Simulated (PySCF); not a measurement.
An equivalent PySCF input for P (phosphorus, neutral), [Ne] 3s2 3p3, high-spin 4S determinant, with the non-relativistic Hamiltonian (point nucleus):

```python
from pyscf import gto, scf, dft, mp, cc
import basis_set_exchange as bse
mol = gto.M(atom="P 0 0 0", charge=0, spin=3, symmetry="D2h",
            basis=gto.basis.parse(bse.get_basis("aug-cc-pwCVTZ", elements=["P"], fmt="nwchem")))
mf = dft.UKS(mol, xc="R2SCAN")
mf.irrep_nelec = {'Ag': (3, 3), 'B1u': (2, 1), 'B2u': (2, 1), 'B3u': (2, 1)}
mf.kernel()
```

It reaches the same state as the run whose output follows, with an energy that differs only through the grid. The run itself started from symmetry-adapted Hartree-Fock orbitals and held the occupation by maximum overlap, on a logarithmic radial grid, so the iterations belong to that start.

```
SCF conv_tol = 1e-09
number electrons alpha = 9  beta = 6
XC functionals = R2SCAN
    J. W. Furness, A. D. Kaplan, J. Ning, J. P. Perdew, and J. Sun.,  J. Phys. Chem. Lett. 11, 8208-8215 (2020)
    J. W. Furness, A. D. Kaplan, J. Ning, J. P. Perdew, and J. Sun.,  J. Phys. Chem. Lett. 11, 9248-9248 (2020)
    J. W. Furness, A. D. Kaplan, J. Ning, J. P. Perdew, and J. Sun.,  J. Phys. Chem. Lett. 11, 8208-8215 (2020)
    J. W. Furness, A. D. Kaplan, J. Ning, J. P. Perdew, and J. Sun.,  J. Phys. Chem. Lett. 11, 9248-9248 (2020)
cycle= 1 E= -341.245906523744  delta_E= -0.00385  |g|= 0.00746  |ddm|= 0.21
cycle= 2 E= -341.245930374054  delta_E= -2.39e-05  |g|= 0.00413  |ddm|= 0.0317
cycle= 3 E= -341.245936664767  delta_E= -6.29e-06  |g|= 0.000787  |ddm|= 0.00803
cycle= 4 E= -341.245936726755  delta_E= -6.2e-08  |g|= 9.99e-05  |ddm|= 0.00095
cycle= 5 E= -341.245936735235  delta_E= -8.48e-09  |g|= 1.34e-05  |ddm|= 0.000472
cycle= 6 E= -341.245936735503  delta_E= -2.68e-10  |g|= 1.79e-06  |ddm|= 8.01e-05
converged SCF energy = -341.245936735503  <S^2> = 3.7503857  2S+1 = 4.0001928
```
